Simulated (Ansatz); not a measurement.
Consider the isomerisation: `[SiH3][SiH]1NC[SiH2]1` → `[SiH3]/N=C\[SiH2][SiH3]`.

Gas-phase electronic energies from Ansatz, PBE0-D4/def2-TZVP geometries. CBS: MP2 limit from def2 TZ/QZ plus the TZ coupled-cluster correction, frozen cores. DFT in def2-TZVPP. B3LYP here is the variant with VWN-RPA as its local correlation; programs differ in this. Each species was taken in one conformer, which may not be the lowest.

```csv
level,ΔE (kcal/mol),difference from CCSD(T)/CBS
PBE-D4,14.9,2.6
r2SCAN-D4,12.9,0.6
PBE0-D4,17.3,5.0
B3LYP-D4,9.0,-3.3
ωB97X-V,13.9,1.6
ωB97M-V,12.6,0.3
B2PLYP,9.8,-2.5
PBE,14.9,2.6
r2SCAN,13.0,0.7
PBE0,17.3,5.0
B3LYP,8.9,-3.4
HF/def2-TZVPP,5.1,-7.2
MP2/def2-TZVPP,13.0,0.7
SCS-MP2/def2-TZVPP,9.8,-2.5
CCSD/def2-TZVPP,11.1,-1.2
CCSD(T)/def2-TZVPP,10.9,-1.4
HF/def2-QZVPP,4.9,-7.4
MP2/def2-QZVPP,13.7,1.4
SCS-MP2/def2-QZVPP,10.6,-1.7
HF/CBS(def2),4.9,-7.4
MP2/CBS(def2),14.3,2.0
CCSD/CBS(def2),12.4,0.1
CCSD(T)/CBS,12.3,0
```

Largest T1 diagnostic among the species: 0.014.

In def2-TZVPP, CCSD(T) changes the Hartree–Fock value by +5.9 kcal/mol (the triples alone add −0.2 kcal/mol) and MP2 by +7.9 kcal/mol. From PBE to PBE0 (25 % exact exchange), in def2-TZVPP and without D4, ΔE moves by +2.4 kcal/mol.
